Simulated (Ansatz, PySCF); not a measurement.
Si(H)(Me)(OH)(OMe) (C2H8O2Si), SMILES [SiH](OC)(O)C. Atoms are numbered in the order given.

```xyz
13

Si     0.3828     0.2970    -0.3377
C      2.1124    -0.3309    -0.5467
O      0.4024     1.5131     0.8047
O     -0.5438    -0.9935     0.1577
C     -1.9196    -0.9019     0.4272
H     -0.2207     0.8452    -1.5937
H      2.1368    -1.1803    -1.2467
H      2.7762     0.4604    -0.9282
H      2.5041    -0.6728     0.4242
H     -0.3189     2.1485     0.7913
H     -2.1241    -0.2307     1.2823
H     -2.3036    -1.9024     0.6809
H     -2.4878    -0.5299    -0.4475
```
Charge 0, spin multiplicity 1.

Geometry optimised at ωB97X-D3(BJ)/def2-SVP. Other conformers were not sampled.

Two levels are set side by side: PBE-D3(BJ)/def2-SVP (Ansatz, an electronic-structure program) and ωB97X-D3(BJ)/def2-SVP (PySCF). Each level has its own optimised geometry; the coordinates shown are those of the second. Frequencies come from the Hessian of PySCF at each geometry. Differences are taken from unrounded values.

| quantity | ωB97X-D3(BJ) |
|---|---|
| mean bond length (Å) | 1.306 |
| bond Si1–C2 (Å) | 1.852 |
| bond Si1–O3 (Å) | 1.669 |
| bond Si1–O4 (Å) | 1.664 |
| bond O4–C5 (Å) | 1.405 |
| bond Si1–H6 (Å) | 1.497 |
| bond C2–H7 (Å) | 1.101 |
| bond C2–H8 (Å) | 1.101 |
| bond C2–H9 (Å) | 1.101 |
| bond O3–H10 (Å) | 0.961 |
| bond C5–H11 (Å) | 1.106 |
| bond C5–H12 (Å) | 1.101 |
| bond C5–H13 (Å) | 1.107 |
| highest harmonic wavenumber (cm⁻¹) | 3951 |
| mean harmonic wavenumber (cm⁻¹) | 1368 |
| zero-point energy (kcal/mol) | 64.54 |

**Question.** What does PBE-D3(BJ) give, and how far is it from ωB97X-D3(BJ)? (The exact figures need the calculation; the answer reports its results.)

**Answer.** 
```
quantity                            PBE-D3(BJ)  PBE-D3(BJ) minus ωB97X-D3(BJ)
----------------------------------  ----------  -----------------------------
mean bond length (Å)                     1.315                          0.010
bond Si1–C2 (Å)                          1.860                          0.009
bond Si1–O3 (Å)                          1.683                          0.014
bond Si1–O4 (Å)                          1.681                          0.017
bond O4–C5 (Å)                           1.410                          0.005
bond Si1–H6 (Å)                          1.512                          0.014
bond C2–H7 (Å)                           1.108                          0.007
bond C2–H8 (Å)                           1.108                          0.007
bond C2–H9 (Å)                           1.109                          0.007
bond O3–H10 (Å)                          0.972                          0.010
bond C5–H11 (Å)                          1.115                          0.009
bond C5–H12 (Å)                          1.110                          0.009
bond C5–H13 (Å)                          1.117                          0.009
highest harmonic wavenumber (cm⁻¹)        3778                           -173
mean harmonic wavenumber (cm⁻¹)           1314                            -54
zero-point energy (kcal/mol)             62.00                          -2.53
```

Exact exchange shortens and stiffens bonds; PBE has none. Differences between two approximate levels are no errors against the true value.
